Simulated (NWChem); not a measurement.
All runs are NWChem calculations. System: Al2, charge 1, spin multiplicity 2, at the geometry of a parent with another charge or spin, in a state set for the comparison that need not be this species' ground state. Its SCF solution wasn't tested for a lower state. Level: UB3LYP/def2-TZVP, VWN1-RPA local correlation.

The NWChem input:

```
start mol
memory heap 200 mb stack 900 mb global 1100 mb
charge 1
geometry units angstroms nocenter noautoz
  Al     0.000000     0.000000     1.241108
  Al     0.000000     0.000000    -1.241108
  symmetry group D2h
end
basis spherical
  * library def2-tzvp
end
dft
  xc b3lyp
  odft
  mult 2
  semidirect memsize 60000000 filesize 0
  iterations 100
end
task dft energy
```

NWChem printed:

```
             Northwest Computational Chemistry Package (NWChem) 7.3.0
             --------------------------------------------------------

                                NWChem Input Module
                                -------------------

 Scaling coordinates for geometry "geometry" by  1.889725989
 (inverse scale =  0.529177249)

 Turning off AUTOSYM since
 SYMMETRY directive was detected!

                             Geometry "geometry" -> ""
                             -------------------------

 Output coordinates in angstroms (scale by  1.889725989 to convert to a.u.)

  No.       Tag          Charge          X              Y              Z
 ---- ---------------- ---------- -------------- -------------- --------------
    1 Al                  13.0000     0.00000000     0.00000000     1.24110800
    2 Al                  13.0000     0.00000000     0.00000000    -1.24110800

 Effective nuclear repulsion energy (a.u.)      36.0286756193

            Nuclear Dipole moment (a.u.)
            ----------------------------
        X                 Y               Z
 ---------------- ---------------- ----------------
     0.0000000000     0.0000000000     0.0000000000

      Symmetry information
      --------------------

 Group name             D2h
 Group number             26
 Group order               8
 No. of unique centers     1

      Symmetry unique atoms

     1


 Summary of "ao basis" -> "" (spherical)
 ------------------------------------------------------------------------------
       Tag                 Description            Shells   Functions and Types
 ---------------- ------------------------------  ------  ---------------------
 *                         def2-tzvp                  on all atoms

                                 NWChem DFT Module
                                 -----------------

 Summary of "ao basis" -> "ao basis" (spherical)
 ------------------------------------------------------------------------------
       Tag                 Description            Shells   Functions and Types
 ---------------- ------------------------------  ------  ---------------------
 Al                        def2-tzvp                13       37   5s5p2d1f

 Summary of "ao basis" -> "ao basis" (spherical)
 ------------------------------------------------------------------------------
       Tag                 Description            Shells   Functions and Types
 ---------------- ------------------------------  ------  ---------------------
 Al                        def2-tzvp                13       37   5s5p2d1f

      Symmetry analysis of basis
      --------------------------

        ag         16
        au          3
        b1g         3
        b1u        16
        b2g         9
        b2u         9
        b3g         9
        b3u         9

            General Information
            -------------------
          SCF calculation type: DFT
          Wavefunction type:  spin polarized.
          No. of atoms     :     2
          No. of electrons :    25
           Alpha electrons :    13
            Beta electrons :    12
          Charge           :     1
          Spin multiplicity:     2
          Use of symmetry is: on ; symmetry adaption is: on
          Maximum number of iterations: 100
          AO basis - number of functions:    74
                     number of shells:    26
          Convergence on energy requested:  1.00D-06
          Convergence on density requested:  1.00D-05
          Convergence on gradient requested:  5.00D-04

              XC Information
              --------------
                         B3LYP Method XC Potential
                     Hartree-Fock (Exact) Exchange  0.200
                        Slater Exchange Functional  0.800 local
                    Becke 1988 Exchange Functional  0.720 non-local
              Lee-Yang-Parr Correlation Functional  0.810
                  VWN I RPA Correlation Functional  0.190 local

             Grid Information
             ----------------
          Grid used for XC integration:  medium
          Radial quadrature: Mura-Knowles
          Angular quadrature: Lebedev.
          Tag              B.-S. Rad. Rad. Pts. Rad. Cut. Ang. Pts.
          ---              ---------- --------- --------- ---------
          Al                  1.25       88          11.0       590
          Grid pruning is: on
          Number of quadrature shells:    88
          Spatial weights used:  Erf1

          Convergence Information
          -----------------------
          Convergence aids based upon iterative change in
          total energy or number of iterations.
          Levelshifting, if invoked, occurs when the
          HOMO/LUMO gap drops below (HL_TOL):  1.00D-02
          DIIS, if invoked, will attempt to extrapolate
          using up to (NFOCK): 10 stored Fock matrices.

                    Damping( 0%)  Levelshifting(0.5)       DIIS
                  --------------- ------------------- ---------------
          dE  on:    start            ASAP                start
          dE off:    2 iters        100 iters           100 iters

      Screening Tolerance Information
      -------------------------------
          Density screening/tol_rho:  1.00D-10
          AO Gaussian exp screening on grid/accAOfunc:  14
          CD Gaussian exp screening on grid/accCDfunc:  20
          XC Gaussian exp screening on grid/accXCfunc:  20
          Schwarz screening/accCoul:  1.00D-08

      Superposition of Atomic Density Guess
      -------------------------------------

 Sum of atomic energies:        -483.74964775
[...]
 Vector   12  Occ=1.000000D+00  E=-4.709548D-01  Symmetry=b1u
              MO Center= -9.0D-17,  2.1D-17,  4.4D-15, r^2= 4.5D+00
   Bfn.  Coefficient  Atom+Function         Bfn.  Coefficient  Atom+Function
  ----- ------------  ---------------      ----- ------------  ---------------
     4      0.604118  1 Al s                 41     -0.604118  2 Al s
     5      0.326307  1 Al s                 42     -0.326307  2 Al s
     3     -0.277919  1 Al s                 40      0.277919  2 Al s
    17      0.093457  1 Al pz                54      0.093457  2 Al pz
     2      0.074647  1 Al s                 39     -0.074647  2 Al s

 Vector   13  Occ=1.000000D+00  E=-3.675417D-01  Symmetry=b2u
              MO Center= -5.7D-16, -7.3D-16,  2.4D-15, r^2= 3.7D+00
   Bfn.  Coefficient  Atom+Function         Bfn.  Coefficient  Atom+Function
  ----- ------------  ---------------      ----- ------------  ---------------
    16      0.398631  1 Al py                53      0.398631  2 Al py
    19      0.249830  1 Al py                56      0.249830  2 Al py
     7     -0.087599  1 Al py                44     -0.087599  2 Al py
    10     -0.072335  1 Al py                47     -0.072335  2 Al py
    27     -0.066779  1 Al d -1              64      0.066779  2 Al d -1

 Vector   14  Occ=0.000000D+00  E=-3.131145D-01  Symmetry=ag
              MO Center= -8.4D-13, -7.3D-16, -2.0D-16, r^2= 5.4D+00
   Bfn.  Coefficient  Atom+Function         Bfn.  Coefficient  Atom+Function
  ----- ------------  ---------------      ----- ------------  ---------------
    17      0.427807  1 Al pz                54     -0.427807  2 Al pz
    20      0.252310  1 Al pz                57     -0.252310  2 Al pz
     5      0.235981  1 Al s                 42      0.235981  2 Al s
     4      0.143579  1 Al s                 41      0.143579  2 Al s
     8     -0.098865  1 Al pz                45      0.098865  2 Al pz

 Vector   15  Occ=0.000000D+00  E=-3.126611D-01  Symmetry=b3u
              MO Center=  8.4D-13,  3.2D-16, -4.2D-15, r^2= 4.0D+00
   Bfn.  Coefficient  Atom+Function         Bfn.  Coefficient  Atom+Function
  ----- ------------  ---------------      ----- ------------  ---------------
    15      0.381054  1 Al px                52      0.381054  2 Al px
    18      0.273976  1 Al px                55      0.273976  2 Al px
     6     -0.086082  1 Al px                43     -0.086082  2 Al px
     9     -0.071908  1 Al px                46     -0.071908  2 Al px
    29      0.052623  1 Al d  1              66     -0.052623  2 Al d  1

 Vector   16  Occ=0.000000D+00  E=-2.346790D-01  Symmetry=b3g
              MO Center= -2.7D-17, -1.5D-15, -4.8D-15, r^2= 5.6D+00
   Bfn.  Coefficient  Atom+Function         Bfn.  Coefficient  Atom+Function
  ----- ------------  ---------------      ----- ------------  ---------------
    19      0.486281  1 Al py                56     -0.486281  2 Al py
    16      0.436672  1 Al py                53     -0.436672  2 Al py
     7     -0.092125  1 Al py                44      0.092125  2 Al py
    10     -0.078080  1 Al py                47      0.078080  2 Al py
    27      0.049336  1 Al d -1              64      0.049336  2 Al d -1

                     DFT Final Beta Molecular Orbital Analysis
                     -----------------------------------------

 Vector   10  Occ=1.000000D+00  E=-2.926096D+00  Symmetry=b3g
              MO Center= -6.4D-18, -4.8D-17, -9.8D-12, r^2= 1.7D+00
   Bfn.  Coefficient  Atom+Function         Bfn.  Coefficient  Atom+Function
  ----- ------------  ---------------      ----- ------------  ---------------
     7      0.391009  1 Al py                44     -0.391009  2 Al py
    10      0.279604  1 Al py                47     -0.279604  2 Al py
    13      0.147867  1 Al py                50     -0.147867  2 Al py

 Vector   11  Occ=1.000000D+00  E=-5.897613D-01  Symmetry=ag
              MO Center= -5.8D-16,  1.2D-15,  3.9D-15, r^2= 2.3D+00
   Bfn.  Coefficient  Atom+Function         Bfn.  Coefficient  Atom+Function
  ----- ------------  ---------------      ----- ------------  ---------------
     4      0.528871  1 Al s                 41      0.528871  2 Al s
     3     -0.256932  1 Al s                 40     -0.256932  2 Al s
     5      0.129362  1 Al s                 42      0.129362  2 Al s
    17     -0.108591  1 Al pz                54      0.108591  2 Al pz
     2      0.072263  1 Al s                 39      0.072263  2 Al s

 Vector   12  Occ=1.000000D+00  E=-4.604940D-01  Symmetry=b1u
              MO Center= -1.1D-15, -4.4D-17, -3.7D-15, r^2= 4.6D+00
   Bfn.  Coefficient  Atom+Function         Bfn.  Coefficient  Atom+Function
  ----- ------------  ---------------      ----- ------------  ---------------
     4      0.594868  1 Al s                 41     -0.594868  2 Al s
     5      0.330753  1 Al s                 42     -0.330753  2 Al s
     3     -0.273696  1 Al s                 40      0.273696  2 Al s
    17      0.106282  1 Al pz                54      0.106282  2 Al pz
     2      0.074556  1 Al s                 39     -0.074556  2 Al s

 Vector   13  Occ=0.000000D+00  E=-3.094291D-01  Symmetry=ag
              MO Center= -2.2D-17, -6.9D-18,  1.8D-17, r^2= 5.4D+00
   Bfn.  Coefficient  Atom+Function         Bfn.  Coefficient  Atom+Function
  ----- ------------  ---------------      ----- ------------  ---------------
    17      0.429266  1 Al pz                54     -0.429266  2 Al pz
    20      0.252699  1 Al pz                57     -0.252699  2 Al pz
     5      0.239770  1 Al s                 42      0.239770  2 Al s
     4      0.124391  1 Al s                 41      0.124391  2 Al s
     8     -0.099578  1 Al pz                45      0.099578  2 Al pz

 Vector   14  Occ=0.000000D+00  E=-3.082274D-01  Symmetry=b3u
              MO Center=  6.2D-17, -5.3D-16,  3.1D-15, r^2= 4.0D+00
   Bfn.  Coefficient  Atom+Function         Bfn.  Coefficient  Atom+Function
  ----- ------------  ---------------      ----- ------------  ---------------
    15      0.378448  1 Al px                52      0.378448  2 Al px
    18      0.278288  1 Al px                55      0.278288  2 Al px
     6     -0.086116  1 Al px                43     -0.086116  2 Al px
     9     -0.072573  1 Al px                46     -0.072573  2 Al px
    29      0.047021  1 Al d  1              66     -0.047021  2 Al d  1

 Vector   15  Occ=0.000000D+00  E=-2.890977D-01  Symmetry=b2u
              MO Center=  7.4D-29, -1.2D-15,  3.5D-17, r^2= 4.2D+00
   Bfn.  Coefficient  Atom+Function         Bfn.  Coefficient  Atom+Function
  ----- ------------  ---------------      ----- ------------  ---------------
    16      0.365157  1 Al py                53      0.365157  2 Al py
    19      0.293997  1 Al py                56      0.293997  2 Al py
     7     -0.085052  1 Al py                44     -0.085052  2 Al py
    10     -0.072560  1 Al py                47     -0.072560  2 Al py
    27     -0.036592  1 Al d -1              64      0.036592  2 Al d -1

   alpha - beta orbital overlaps
   -----------------------------

   alpha      1      2      3      4      5      6      7      8      9     10
    beta      1      2      3      4      5      6      7      9     10      8
 overlap   1.000  1.000  1.000  1.000  1.000  1.000  1.000  1.000  1.000  1.000

   alpha     11     12     13     14     15     16     17     18     19     20
    beta     11     12     15     13     14     17     16     18     19     21
 overlap   0.999  0.999  0.997  1.000  1.000  0.998  1.000  0.998  0.950  1.000

   alpha     21     22     23     24     25     26     27     28     29     30
    beta     22     23     20     24     25     27     28     29     26     31
 overlap   0.949  0.997  1.000  0.999  0.992  1.000  0.990  1.000  1.000  0.996

   alpha     31     32     33     34     35     36     37     38     39     40
    beta     30     32     34     33     35     36     39     37     38     40
 overlap   1.000  1.000  0.997  1.000  0.999  1.000  0.999  1.000  0.960  1.000

   alpha     41     42     43     44     45     46     47     48     49     50
    beta     41     45     44     42     43     46     47     49     50     51
 overlap   0.961  0.999  0.999  1.000  0.999  1.000  0.999  0.922  0.997  0.922

   alpha     51     52     53     54     55     56     57     58     59     60
    beta     48     52     54     53     55     56     57     58     60     59
 overlap   0.997  0.998  1.000  1.000  1.000  0.997  1.000  0.999  1.000  1.000

   alpha     61     62     63     64     65     66     67     68     69     70
    beta     61     62     63     64     65     66     67     68     69     70
 overlap   1.000  1.000  1.000  1.000  1.000  1.000  1.000  1.000  1.000  1.000

   alpha     71     72     73     74
    beta     71     72     73     74
 overlap   1.000  1.000  1.000  1.000

     --------------------------
     Expectation value of S2:
     --------------------------
      <S2> =      0.7540 (Exact =     0.7500)

 center of mass
 --------------
 x =   0.00000000 y =   0.00000000 z =   0.00000000

 moments of inertia (a.u.)
 ------------------
         296.833936193260           0.000000000000           0.000000000000
           0.000000000000         296.833936193260           0.000000000000
           0.000000000000           0.000000000000           0.000000000000

     Multipole analysis of the density
     ---------------------------------

     L   x y z        total         alpha         beta         nuclear
     -   - - -        -----         -----         ----         -------
     0   0 0 0      1.000000    -13.000000    -12.000000     26.000000

     1   1 0 0     -0.000000     -0.000000     -0.000000      0.000000
     1   0 1 0     -0.000000      0.000000     -0.000000      0.000000
     1   0 0 1     -0.000000     -0.000000     -0.000000      0.000000

     2   2 0 0    -13.310414     -7.616103     -5.694311      0.000000
     2   1 1 0     -0.000000     -0.000000      0.000000      0.000000
     2   1 0 1     -0.000000      0.000000     -0.000000      0.000000
     2   0 2 0    -17.404550    -12.042651     -5.361899      0.000000
     2   0 1 1     -0.000000     -0.000000     -0.000000      0.000000
     2   0 0 2     -5.597066    -76.363936    -72.250956    143.017825

 Task  times  cpu:        0.7s     wall:        0.7s

 Total times  cpu:        0.7s     wall:        0.7s
```
